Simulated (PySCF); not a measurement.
OsF6, SMILES [F][Os]([F])([F])([F])([F])[F] (connectivity only; charge and spin as stated), neutral, multiplicity 3. Atoms are numbered in the order given.

```xyz
7

Os     0.0000     0.0000     0.0000
F     -1.2940     0.7471    -1.0901
F      1.2940    -0.7471     1.0901
F      1.2940     0.7471    -1.0901
F      0.0000     1.4941     1.0901
F      0.0000    -1.4941    -1.0901
F     -1.2940    -0.7471     1.0901
```
Charge 0, spin multiplicity 3.

The structure is a stationary point at r2SCAN-D4/def2-SVP. The multiplicity is an assumed one; other spin states were not compared. The isomer is the one that the SMILES or the coordinates give; other isomers of the formula were not compared. The def2 effective core potentials stand for the cores of Os; spin–orbit coupling is left out.

The numbers are results of CAM-B3LYP/def2-TZVP (PySCF), not measurements.

ESP charges are fitted to the potential on shells at 1.4 to 2.0 van der Waals radii. Atomic charges (e):

```
atom  ESP fit  Löwdin  Mulliken  Mulliken spin
----  -------  ------  --------  -------------
Os1      1.25     [?]      1.72           1.52
F2      -0.21     [?]     -0.29           0.08
F3      -0.21     [?]     -0.29           0.08
F4      -0.21     [?]     -0.29           0.08
F5      -0.21     [?]     -0.29           0.08
F6      -0.21     [?]     -0.29           0.08
F7      -0.21     [?]     -0.29           0.08
```

Some entries are withheld; supply them. (An estimate is asked for; the answer gives what the named calculation found.)


- Os1, Löwdin: 1.12
- F2, Löwdin: -0.19
- F3, Löwdin: -0.19
- F4, Löwdin: -0.19
- F5, Löwdin: -0.19
- F6, Löwdin: -0.19
- F7, Löwdin: -0.19
